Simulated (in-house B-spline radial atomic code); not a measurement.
Whole-atom quantities along the 52-electron series, configuration 1s2 2s2 2p6 3s2 3p6 3d10 4s2 4p6 4d10 4f5/2(4) 5s2. Breit and QED terms are first order and not part of the total energy; the density at the nucleus is averaged over the nuclear charge. Computed with an all-electron radial atomic-structure program (B-spline basis): Dirac-Hartree-Fock, jj configuration that fills j = l - 1/2 first, finite nuclei.

```tsv
ion	Z	E/Z² (Eh)	Σ<r²> (bohr²)	n(0)/Z³ (bohr⁻³)	Lamb diamagnetic shielding (ppm)	repulsion over attraction	Breit energy (eV)	self-energy (eV)	vacuum polarisation (eV)
Sm10+	62	-2.7062	15.751	2.1046	7208.45	0.13883	249.22	196.77	-29.893
Eu11+	63	-2.7245	14.61	2.1752	7371.12	0.1372	263.31	208.65	-32.153
Gd12+	64	-2.7425	13.61	2.2474	7534.95	0.13558	277.96	221.1	-34.557
Tb13+	65	-2.7603	12.723	2.3398	7700.09	0.13395	293.2	234.13	-37.127
Dy14+	66	-2.778	11.931	2.4049	7866.41	0.13233	309.02	247.76	-39.838
Ho15+	67	-2.7954	11.218	2.4964	8034.18	0.13072	325.45	262.02	-42.738
```

(1) With what power of Z does the column «Breit energy (eV)» change over this range?

Answers

(1) A fit of the logarithm of its size against log Z from Z = 62 to 67 has slope 3.44.
